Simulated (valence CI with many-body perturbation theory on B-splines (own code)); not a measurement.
E1 transitions of Eu30+

Method: configuration interaction combined with many-body perturbation theory (CI+MBPT): five valence electrons over a frozen Dirac-Fock core [Ar] 3d10, a basis of 11 s, 11 p, 10 d, 8 f, 5 g, 2 h functions for each j, with the one-electron correlation potential Σ1 (screened to all orders), the two-electron term Σ2, the three-electron term Σ3, Breit, model QED; selected single and double excitations, second order for the rest, scaled by the run's own slope (own B-spline code, finite nucleus).

The last digits are not significant, and no measured levels were compared; by estimate large intervals hold to a few tenths of a per cent, small ones and those within an open d or f shell to about a per cent. Among the levels kept, up to 2000 cm⁻¹ of a level comes from second order outside the variational space, and about a tenth of that is noise between levels of different J, which matters for small intervals.

Lines 101 to 150 of 551 in falling wavelength, among levels below 338.11 eV, chosen from the strongest by gf and those to the six lowest levels. Wavelengths and rates use the calculated energies. Electric multipoles are in the length gauge, E1 and E2 with the static RPA response of the core. Weak lines are less certain than strong ones. Lines between different terms over intervals too small for the method are left out, as are lines whose strength nearly cancels. Where a level lies close to another of its J and parity, the split of strength between their lines is uncertain. The highest levels of a list are the least certain.

Levels are named by their leading jj configuration (3d3/2^4 stands for four electrons in 3d with j = 3/2), which in mixed levels can hold well under half, so a name can repeat and another be missing. Letters in brackets count levels of one name in rising energy.

```csv
λ vac (nm),Upper,Lower,A (s⁻¹),S (a.u.) with core polarisation,S without
10.42,(4s 4p3/2^3 4d5/2) J=5/2 [b],(4s^2 4p3/2^2 4d3/2) J=3/2 [b],2.07e+10,6.93e-02,7.44e-02
10.41,(4s^2 4p1/2 4p3/2 4d5/2) J=7/2 [a],(4s^2 4p1/2 4p3/2^2) J=5/2,2.94e+08,1.31e-03,1.39e-03
10.39,(4s 4p1/2 4p3/2^2 4d3/2) J=3/2 [e],(4s^2 4p1/2 4p3/2 4d3/2) J=5/2,3.87e+10,8.57e-02,9.20e-02
10.37,(4s 4p1/2 4p3/2^2 4d5/2) J=5/2 [a],(4s^2 4p1/2 4p3/2 4d3/2) J=7/2,1.98e+10,6.53e-02,6.98e-02
10.37,(4s^2 4p3/2^2 4d3/2) J=1/2,(4s^2 4p3/2^3) J=3/2,1.65e+09,1.81e-03,1.96e-03
10.36,(4s 4p1/2 4p3/2^2 4d5/2) J=7/2 [b],(4s^2 4p1/2 4p3/2 4d5/2) J=7/2 [a],3.03e+10,1.33e-01,1.43e-01
10.34,(4s 4p1/2 4p3/2^2 4d5/2) J=5/2 [h],(4s^2 4p1/2 4p3/2 4d5/2) J=7/2 [b],7.32e+10,2.40e-01,2.57e-01
10.33,(4s 4p1/2 4p3/2^2 4d5/2) J=3/2 [g],(4s^2 4p1/2 4p3/2 4d5/2) J=5/2 [c],8.99e+10,1.96e-01,2.09e-01
10.31,(4s 4p1/2 4p3/2^2 4d5/2) J=5/2 [f],(4s^2 4p1/2 4p3/2 4d5/2) J=5/2 [a],1.95e+10,6.35e-02,6.80e-02
10.31,(4p1/2^2 4p3/2^3) J=3/2,(4s 4p1/2^2 4p3/2^2) J=5/2,1.61e+10,3.49e-02,3.73e-02
10.30,(4s 4p3/2^3 4d5/2) J=7/2 [c],(4s^2 4p3/2^2 4d5/2) J=9/2,5.00e+10,2.16e-01,2.32e-01
10.28,(4s^2 4p1/2 4p3/2 4d3/2) J=3/2 [b],(4s^2 4p1/2 4p3/2^2) J=1/2,6.47e+08,1.39e-03,1.47e-03
10.26,(4s 4p1/2^2 4p3/2 4d3/2) J=5/2 [b],(4s^2 4p1/2^2 4d3/2) J=3/2,1.95e+10,6.23e-02,6.70e-02
10.25,(4s^2 4p3/2^2 4d3/2) J=5/2,(4s^2 4p3/2^3) J=3/2,5.94e+09,1.89e-02,2.02e-02
10.23,(4s^2 4p1/2 4d5/2^2) J=9/2,(4s^2 4p1/2 4p3/2 4d5/2) J=7/2 [b],3.70e+10,1.96e-01,2.09e-01
10.23,(4s 4p1/2 4p3/2^2 4d5/2) J=5/2 [d],(4s^2 4p1/2 4p3/2 4d5/2) J=7/2 [a],4.41e+10,1.40e-01,1.49e-01
10.21,(4s 4p1/2 4p3/2^2 4d5/2) J=7/2 [d],(4s^2 4p1/2 4p3/2 4d5/2) J=9/2,1.32e+11,5.55e-01,5.94e-01
10.19,(4s 4p1/2 4p3/2^2 4d3/2) J=3/2 [e],(4s^2 4p1/2 4p3/2 4d3/2) J=1/2 [a],3.57e+10,7.47e-02,8.01e-02
10.17,(4s 4p1/2 4p3/2^3) J=3/2 [b],(4s^2 4p1/2 4p3/2^2) J=5/2,1.18e+11,2.45e-01,2.62e-01
10.17,(4s 4p3/2^3 4d5/2) J=3/2 [b],(4s^2 4p3/2^2 4d3/2) J=5/2,4.92e+10,1.02e-01,1.10e-01
10.17,(4s^2 4p1/2 4d3/2 4d5/2) J=7/2 [a],(4s^2 4p1/2 4p3/2 4d3/2) J=7/2,3.20e+10,1.33e-01,1.42e-01
10.17,(4s 4p1/2 4p3/2^2 4d5/2) J=9/2 [c],(4s^2 4p1/2 4p3/2 4d3/2) J=7/2,2.63e+10,1.36e-01,1.46e-01
10.16,(4s 4p1/2^2 4p3/2^2) J=3/2,(4s^2 4p1/2^2 4p3/2) J=3/2,1.30e+11,2.69e-01,2.87e-01
10.15,(4s^2 4p3/2 4d5/2^2) J=11/2,(4s^2 4p3/2^2 4d5/2) J=9/2,1.99e+10,1.23e-01,1.32e-01
10.14,(4s 4p1/2 4p3/2^2 4d3/2) J=3/2 [f],(4s^2 4p1/2 4p3/2 4d5/2) J=5/2 [b],4.32e+10,8.88e-02,9.50e-02
10.11,(4s 4p1/2 4p3/2^2 4d5/2) J=3/2 [e],(4s^2 4p1/2 4p3/2 4d3/2) J=3/2 [b],2.67e+10,5.45e-02,5.84e-02
10.08,(4s 4p1/2 4p3/2^3) J=1/2,(4s^2 4p1/2 4p3/2^2) J=3/2,1.00e+11,1.02e-01,1.09e-01
10.06,(4s 4p1/2^2 4p3/2 4d5/2) J=3/2 [a],(4s 4p1/2^2 4p3/2^2) J=5/2,3.28e+10,6.60e-02,7.04e-02
10.06,(4s 4p1/2 4p3/2^2 4d5/2) J=7/2 [c],(4s^2 4p1/2 4p3/2 4d5/2) J=7/2 [a],3.13e+10,1.26e-01,1.35e-01
10.06,(4s 4p1/2 4p3/2^2 4d5/2) J=7/2 [e],(4s^2 4p1/2 4p3/2 4d5/2) J=9/2,4.01e+10,1.61e-01,1.72e-01
10.05,(4s 4p1/2 4p3/2^2 4d3/2) J=3/2 [e],(4s 4p1/2 4p3/2^3) J=5/2,3.40e+10,6.80e-02,7.26e-02
10.03,(4s 4p3/2^3 4d5/2) J=5/2 [b],(4s^2 4p3/2^2 4d3/2) J=7/2,5.03e+10,1.50e-01,1.61e-01
10.03,(4s^2 4p3/2 4d3/2 4d5/2) J=5/2 [a],(4s^2 4p3/2^2 4d5/2) J=7/2,1.88e+10,5.62e-02,6.03e-02
10.02,(4s 4p1/2^2 4p3/2 4d3/2) J=1/2 [b],(4s^2 4p1/2^2 4d3/2) J=3/2,1.21e+11,1.20e-01,1.29e-01
9.941,(4s^2 4p1/2 4d3/2 4d5/2) J=7/2 [a],(4s^2 4p1/2 4p3/2 4d3/2) J=5/2,2.04e+10,7.91e-02,8.46e-02
9.928,(4s^2 4p1/2 4p3/2 4d5/2) J=5/2 [a],(4s^2 4p1/2 4p3/2^2) J=5/2,4.00e+09,1.16e-02,1.23e-02
9.927,(4s 4p1/2 4p3/2^2 4d5/2) J=5/2 [a],(4s^2 4p1/2 4p3/2 4d3/2) J=3/2 [a],2.55e+10,7.40e-02,7.91e-02
9.896,(4s 4p1/2^2 4p3/2 4d5/2) J=5/2 [b],(4s 4p1/2^2 4p3/2^2) J=3/2,4.24e+10,1.22e-01,1.29e-01
9.890,(4s 4p1/2 4p3/2^2 4d3/2) J=3/2 [a],(4s 4p1/2^2 4p3/2^2) J=3/2,9.07e+10,1.73e-01,1.85e-01
9.886,(4s^2 4p3/2^2 4f5/2) J=9/2,(4s^2 4p3/2^2 4d3/2) J=7/2,3.80e+10,1.81e-01,1.94e-01
9.876,(4s 4p1/2 4p3/2^2 4d5/2) J=5/2 [d],(4s^2 4p1/2 4p3/2 4d3/2) J=7/2,3.66e+10,1.04e-01,1.12e-01
9.865,(4s^2 4p1/2 4d3/2 4d5/2) J=9/2,(4s^2 4p1/2 4p3/2 4d5/2) J=9/2,1.05e+11,4.99e-01,5.33e-01
9.858,(4s^2 4p3/2 4d3/2 4d5/2) J=5/2 [b],(4s^2 4p3/2^2 4d3/2) J=5/2,2.84e+10,8.07e-02,8.64e-02
9.845,(4s 4p1/2 4p3/2^2 4d5/2) J=1/2 [c],(4s^2 4p1/2 4p3/2 4d5/2) J=3/2 [a],1.68e+11,1.58e-01,1.69e-01
9.845,(4s^2 4p1/2 4p3/2 4d3/2) J=3/2 [b],(4s^2 4p1/2 4p3/2^2) J=5/2,3.83e+09,7.22e-03,7.78e-03
9.832,(4s 4p1/2 4p3/2^3) J=3/2 [b],(4s^2 4p1/2 4p3/2^2) J=3/2,3.20e+10,5.99e-02,6.38e-02
9.803,(4s^2 4p1/2 4p3/2 4d5/2) J=3/2 [a],(4s^2 4p1/2 4p3/2^2) J=1/2,3.30e+09,6.15e-03,6.61e-03
9.802,(4s^2 4p3/2 4d3/2 4d5/2) J=5/2 [c],(4s^2 4p3/2^2 4d3/2) J=7/2,6.02e+10,1.68e-01,1.79e-01
9.780,(4s 4p1/2 4p3/2^2 4d5/2) J=5/2 [b],(4s^2 4p1/2 4p3/2 4d3/2) J=3/2 [a],1.84e+10,5.08e-02,5.43e-02
9.775,(4s 4p1/2 4p3/2^2 4d5/2) J=3/2 [b],(4s^2 4p1/2 4p3/2 4d3/2) J=5/2,2.86e+10,5.28e-02,5.64e-02
```
